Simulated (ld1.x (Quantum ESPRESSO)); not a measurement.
## aluminium (Al): excitation energies, all-electron against TM

| Property | Result |
| --- | --- |
| Element | Al |
| Generator | ld1.x (Quantum ESPRESSO) 7.5 |
| Type | norm-conserving Troullier–Martins (Kleinman–Bylander form) |
| Functional | PBE |
| Relativity | scalar-relativistic |
| Frozen core | [Ne] |
| Valence charge | 3 |
| Reference configuration | 3s2 3p1 |
| Partial waves | 3s (bound): rc 2.52 bohr; 3p (bound): rc 2.52 bohr |
| Local potential | all-electron potential smoothed inside 2.30 bohr (lloc = -2) |
| Core correction | none |

Energies are relative to the spin-unpolarised reference configuration 3s2 3p1; without spin polarisation the order of configurations can differ from experiment.

```json
{"valence configuration": "3s2 3p0", "charge": "+1", "ΔE all-electron (eV)": "5.761", "error AE − PS (meV)": "-1.2"}
{"valence configuration": "3s1 3p0", "charge": "+2", "ΔE all-electron (eV)": "24.987", "error AE − PS (meV)": "+18"}
{"valence configuration": "3s1 3p1", "charge": "+1", "ΔE all-electron (eV)": "11.571", "error AE − PS (meV)": "+5.1"}
{"valence configuration": "3s0 3p3", "charge": "0", "ΔE all-electron (eV)": "10.451", "error AE − PS (meV)": "+30"}
{"valence configuration": "3s1 3p2", "charge": "0", "ΔE all-electron (eV)": "5.139", "error AE − PS (meV)": "+3.9"}
```

Q: What are ΔE and the potential's error for 3s2 3p1.3?

A: ΔE = -0.575 eV all-electron; the error (AE − PS) is 0.0 meV.

Q: What are ΔE and the potential's error for 3s2 3p0.5?

A: ΔE = 2.086 eV all-electron; the error (AE − PS) is -0.2 meV.

Levels in the configuration 3s1 3p1:

| level | all-electron (eV) | pseudo (eV) |
| --- | --- | --- |
| 3s | -15.611 | -15.593 |
| 3p | -9.749 | -9.746 |
